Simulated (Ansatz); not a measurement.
CH₅Cl₃SSi₂, singlet, geometry from GFN2-xTB, with bond 10-7 at 1.4 times its length; CASSCF(2,4)/STO-3G (Ansatz, an electronic-structure program).

The Ansatz input:
Ansatz 0.2 input:
```yaml
crystal:
  periodic: [false, false, false]
  atoms:
    - {symbol: Si, position_ang: [0.90665733, -0.02881208, 0.21081615]}
    - {symbol: Cl, position_ang: [1.24109226, -1.63475274, -0.97589270]}
    - {symbol: Cl, position_ang: [1.30689806, 1.62792049, -0.88230117]}
    - {symbol: Cl, position_ang: [2.12553938, -0.09891141, 1.80387995]}
    - {symbol: S, position_ang: [-1.09854518, -0.00950669, 0.93473640]}
    - {symbol: Si, position_ang: [-2.33031224, 0.09227565, -0.87466472]}
    - {symbol: C, position_ang: [-4.09901051, 0.09131936, -0.21458184]}
    - {symbol: H, position_ang: [-1.99800959, -1.08717334, -1.66760921]}
    - {symbol: H, position_ang: [-1.95800425, 1.32761375, -1.55691214]}
    - {symbol: H, position_ang: [-4.38559226, -1.17241471, 0.58300418]}
    - {symbol: H, position_ang: [-4.81725492, 0.14627364, -1.02652424]}
    - {symbol: H, position_ang: [-4.27106978, 0.93797665, 0.44484830]}
basis:
  gaussian:
    orbitals: STO-3G
hamiltonian:
  xc: hf
magnetization: {spin_polarized: false}
correlation: {active_space: {window: {electrons: 2, orbitals: 4}}}
```

It wrote (shortened):

```
Functional definition: HF
728 factors; integrals over basis functions are off by at most 3.4e-5 eV
mean field evaluation 1: about -64447.7873 eV, gradient 3.2e1 eV
mean field evaluation 2: about -64447.8797 eV, gradient 3.2e1 eV
mean field evaluation 4: about -64452.5442 eV, gradient 1.3e0 eV
mean field evaluation 8: about -64452.5542 eV, gradient 3.9e-4 eV
mean field -64452.55419746 eV, -2368.5876792465 hartree, gradient 1.3e-6 eV, S^2 0.000000; 0 other end points of the search recorded, 0 dependent functions left out
reference -64452.55419746 eV, -2368.5876792465 hartree; 53, 53 occupied and 11, 11 virtual orbitals, 728 factors
state -64453.63616816 eV, -2368.6274409360 hartree
Total energy: -64453.63616816 eV, -2368.6274409360 hartree
```
